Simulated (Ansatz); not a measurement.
Ansatz (a program for electronic structure) input (CCSD(T)/def2-SVPD):

Ansatz 0.2 input:
```yaml
crystal:
  periodic: [false, false, false]
  atoms:
    - {symbol: Si, position_ang: [-1.50778772, 0.13774757, 0.35054881]}
    - {symbol: As, position_ang: [0.78599117, -0.10273817, -0.21715900]}
    - {symbol: H, position_ang: [-2.31214413, -0.74463328, -0.52616254]}
    - {symbol: H, position_ang: [-1.95116584, 1.54029198, 0.15906993]}
    - {symbol: H, position_ang: [-1.74116208, -0.24603510, 1.76427665]}
    - {symbol: H, position_ang: [1.17579141, 0.91227013, 0.86137954]}
basis:
  gaussian:
    orbitals: def2-SVPD
magnetization: {spin_polarized: true, initial_magnetization: 1}
correlation: {method: ccsd_t, electrons: outside_noble_gas}
output: {forces: true}
```

Output:

```
Functional definition: HF
integrals: 0.17 GiB planned
908 factors; integrals over basis functions are off by at most 1.1e-3 eV
mean field: 0.47 GiB planned
mean field evaluation 1: about -68710.0602 eV, gradient 8.4e0 eV
mean field evaluation 2: about -68710.0617 eV, gradient 8.4e0 eV
mean field evaluation 4: about -68711.0105 eV, gradient 9.0e-1 eV
mean field evaluation 8: about -68711.0199 eV, gradient 4.0e-4 eV
mean field evaluation 16: about -68711.0181 eV, gradient 3.2e-1 eV
mean field evaluation 32: about -68708.6571 eV, gradient 4.3e-3 eV
mean field -68711.01993225 eV, -2525.0834085082 hartree, gradient 1.3e-6 eV, S^2 0.763995; 1 other end points of the search recorded, 0 dependent functions left out
determinant -68711.01993225 eV, -2525.0834085082 hartree, with singles and doubles -68717.82953694 eV, -2525.3336568649 hartree
determinant -68708.65708594 eV, -2524.9965755080 hartree, with singles and doubles -68715.53194520 eV, -2525.2492219256 hartree
19 core orbitals not correlated
reference -68711.01993225 eV, -2525.0834085082 hartree; 7, 6 occupied and 68, 69 virtual orbitals, 908 factors
densities: 0.63 GiB planned
second order -5.58111193 eV of doubles, -0.00000000 eV of singles
coupled cluster: 0.44 GiB planned
cycle   1  -6.77703554 eV  change   -2.2e-1 eV  update   2.0e-2
cycle   2  -6.78564136 eV  change   -8.6e-3 eV  update   5.7e-3
cycle   3  -6.78818135 eV  change   -2.5e-3 eV  update   2.0e-3
cycle   4  -6.78902596 eV  change   -8.4e-4 eV  update   6.0e-4
cycle   5  -6.78915325 eV  change   -1.3e-4 eV  update   2.1e-4
cycle   6  -6.78923168 eV  change   -7.8e-5 eV  update   7.8e-5
cycle   7  -6.78926251 eV  change   -3.1e-5 eV  update   2.9e-5
cycle   8  -6.78926422 eV  change   -1.7e-6 eV  update   1.1e-5
cycle   9  -6.78926129 eV  change    2.9e-6 eV  update   3.8e-6
cycle  10  -6.78926088 eV  change    4.1e-7 eV  update   1.2e-6
cycle  11  -6.78926095 eV  change   -7.8e-8 eV  update   4.4e-7
perturbative correction -0.19991737 eV, -0.0073468279 hartree
the calculation of the forces begins
Total energy: -68718.00911058 eV, -2525.3402560743 hartree
Atom 0 at    -1.507788     0.137748     0.350549 Å, force    -0.110585     0.011483     0.027246 eV/Å
Atom 1 at     0.785991    -0.102738    -0.217159 Å, force     0.193318    -0.041115    -0.071045 eV/Å
Atom 2 at    -2.312144    -0.744633    -0.526163 Å, force    -0.067354    -0.071290    -0.070523 eV/Å
Atom 3 at    -1.951166     1.540292     0.159070 Å, force    -0.026744     0.107415    -0.019876 eV/Å
Atom 4 at    -1.741162    -0.246035     1.764277 Å, force    -0.010165    -0.033604     0.106844 eV/Å
Atom 5 at     1.175791     0.912270     0.861380 Å, force     0.021530     0.027112     0.027355 eV/Å
Dipole moment:    -0.030864     0.033172     0.040953 e Å
```

It need not be the lowest isomer of its formula.
